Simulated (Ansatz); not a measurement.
Wavefunction ladder for GaH3OS2, SMILES `[OH][Ga]([SH])[SH]`

```
atom   x (Å)   y (Å)   z (Å)
  O1  -0.018  -1.446   0.441
 Ga2  -0.127   0.265  -0.044
  S3  -2.078   1.212   0.221
  S4   1.571   1.391  -0.863
  H5   0.846  -1.844   0.321
  H6  -2.605   0.078   0.716
  H7   2.410   0.344  -0.793
```

The species carries charge 0 and has multiplicity 1. Correlated methods include outer-core shells of Ga, which these sets cover unevenly. Scalar relativity is left out up to krypton. The geometry is a stationary point of PBE0-D4/def2-TZVP. It is one conformer, not always the lowest. Frozen core, restricted reference, the Gaussian-basis code of Ansatz.

| basis | HF (Eh) | MP2 corr. | CCSD corr. | (T) | CCSD(T) total |
| --- | --- | --- | --- | --- | --- |
| def2-SVP | -2794.47341 | -0.66085 | -0.68629 | -0.02023 | -2795.17993 |
| def2-TZVPP | -2795.09854 | -0.81919 | -0.84830 | -0.03727 | -2795.98411 |
| def2-QZVPP | -2795.16463 | -1.11845 | – | – | – |
